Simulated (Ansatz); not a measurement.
SbNH7 (charge +1), closed shell: a pair in one relaxed arrangement.

The input file, in.yaml:

```yaml
crystal:
  periodic: [false, false, false]
  atoms:
    - {symbol: N, position_ang: [-0.152346, -0.433591, -1.292002]}
    - {symbol: H, position_ang: [0.232062, 0.087511, -0.472670]}
    - {symbol: H, position_ang: [-0.728652, -1.206313, -0.953723]}
    - {symbol: H, position_ang: [0.614645, -0.801004, -1.858064]}
    - {symbol: H, position_ang: [-0.724379, 0.195418, -1.858263]}
    - {symbol: Sb, position_ang: [0.409269, 0.891633, 2.240096]}
    - {symbol: H, position_ang: [0.410843, -0.806777, 1.998225]}
    - {symbol: H, position_ang: [1.093730, 1.087659, 0.655722]}
    - {symbol: H, position_ang: [-1.155072, 0.985464, 1.540779]}
basis:
  gaussian: {orbitals: "def2-TZVPPD.json"}
total_charge: 1
correlation: {method: ccsd_t}
```

The basis file named in the input lies beside it (Basis Set Exchange, JSON).

Launched with

```bash
ansatz run in.yaml --threads 4 --pin off --events-out ev --progress --plain --max-ram 9574MiB
```

The run's output (Ansatz 0.2.0):

```
Functional definition: HF
  name "HF"
  cite "Fock, Z. Phys. 61, 126 (1930) doi:10.1007/BF01340294"
  parent pbe
  exchange = exact_x
  correlation = 0
1353 factors; integrals over basis functions are off by at most 7.8e-4 eV
mean field evaluation 1: about -8093.8211 eV, gradient 3.8e1 eV
mean field evaluation 2: about -8093.8504 eV, gradient 3.8e1 eV
mean field evaluation 4: about -8096.8463 eV, gradient 2.6e0 eV
mean field evaluation 8: about -8096.8898 eV, gradient 1.6e-1 eV
mean field evaluation 16: about -8096.8563 eV, gradient 4.8e-1 eV
mean field -8096.88995422 eV, -297.5552175484 hartree, gradient 3.2e-6 eV, S^2 0.000000; 0 other end points of the search recorded, 0 dependent functions left out
5 core orbitals not correlated: weight in the atoms' cores, before any rotation towards them, 1.000 or more for the frozen orbitals, at most 0.000 for the correlated occupied ones
reference -8096.88995422 eV, -297.5552175484 hartree; 13, 13 occupied and 194, 194 virtual orbitals, 1353 factors
second order -16.50648452 eV of doubles, -0.00000000 eV of singles
cycle   1  -16.68900261 eV  change   -1.8e-1 eV  update   8.7e-2
cycle   2  -17.13002677 eV  change   -4.4e-1 eV  update   2.6e-2
cycle   3  -17.17991286 eV  change   -5.0e-2 eV  update   1.2e-2
cycle   4  -17.16954222 eV  change    1.0e-2 eV  update   3.6e-3
cycle   5  -17.16939128 eV  change    1.5e-4 eV  update   1.5e-3
cycle   6  -17.16945202 eV  change   -6.1e-5 eV  update   4.4e-4
cycle   7  -17.16921423 eV  change    2.4e-4 eV  update   1.5e-4
cycle   8  -17.16919093 eV  change    2.3e-5 eV  update   5.4e-5
cycle   9  -17.16921038 eV  change   -1.9e-5 eV  update   2.0e-5
perturbative correction -0.47589752 eV, -0.0174889113 hartree
Total energy: -8114.53506211 eV, -298.2036633033 hartree
```

The run took 60 s on 4 CPU threads of an Arm Neoverse V1 (shared host), with 3.3 GiB of host memory at its peak.
